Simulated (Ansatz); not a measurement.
System: AsO, net charge 0, doublet state. 
Geometry from a B3LYP-D3(BJ)/def2-TZVP (Ansatz, a program for electronic structure) optimisation:
```xyz
2

As     0.0000     0.0000    -0.3173
O      0.0000     0.0000     1.3089
```
Charge 0, spin multiplicity 2.

Total electronic energies in hartree. Valence correlation only, unless marked. UHF or UKS for open shells. No spin-orbit coupling. The frozen core is the preceding noble-gas configuration, with the filled d and f shells of earlier blocks. Non-relativistic. 

The Hartree-Fock reference is unstable (checked in the largest basis), which strains HF and MP2. 

```tsv
level	program	energy (Eh)
revPBE/def2-TZVPD	Ansatz	-2310.89680
PBE0/def2-SVP	Ansatz	-2310.35596
PBE0-D4/def2-TZVP	Ansatz + dftd4	-2310.73243
r2SCAN0-D4/def2-TZVPD	Ansatz + dftd4	-2311.00896
RI-MP2/cc-pVTZ	Ansatz	-2309.40151
CCSD/def2-TZVPPD	Ansatz	-2309.41143
CCSD(T)/aug-cc-pVDZ	Ansatz	-2309.31840
CCSD(T)/def2-SVPD	Ansatz	-2308.99492
```

Totals of different functionals don't rank their quality; only differences between species are comparable.
